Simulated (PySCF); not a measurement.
## How methods differ on the ionisation energy of Zr(31+)

Zr(31+) [He] 2s2 2p5 [2p1/2^2 2p3/2^3, M_J = 3/2] → Zr(32+) [He] 2s2 2p4 [2p1/2^2 2p3/2^2, M_J = 2], as a difference of total energies. Calculation: PySCF 2.14, in an uncontracted even-tempered set (17 s from 12 bohr⁻², ratio 2.4; 12 p from 15 bohr⁻², ratio 2.4; 5 d from 59 bohr⁻², ratio 2.6; 4 f from 88 bohr⁻², ratio 2.6); the two-component X2C-1e Hamiltonian. Correlated levels: nothing frozen; the 32 highest virtual spinors dropped. "Screened" scales the spin-orbit matrix elements by Boettger's factors to mimic the two-electron term; Breit and QED terms are absent.

```json
{"method": "GHF (spin-free)", "ionisation energy (eV)": "3971.6"}
{"method": "GMP2 (spin-free)", "ionisation energy (eV)": "3973.1"}
{"method": "GHF (screened spin-orbit)", "ionisation energy (eV)": "3947.4"}
{"method": "GMP2 (screened spin-orbit)", "ionisation energy (eV)": "3948.9"}
```

For this ion Breit and QED terms and the two-electron picture change, all absent here, outweigh the correlation shift from GHF to GMP2.

The spin-free rows relax to the high-spin LS determinant and lack the spin-orbit shift.

The labels give the starting determinants; with spin-orbit coupling the two ends relaxed to ⟨J²⟩ = 3.75, ⟨L²⟩ = 2.00, ⟨S²⟩ = 0.75 and ⟨J²⟩ = 6.00, ⟨L²⟩ = 2.98, ⟨S²⟩ = 1.51.

For comparison: 3950 ± 7 eV (semi-empirical (NIST evaluation); NIST Atomic Spectra Database, ionization energies).
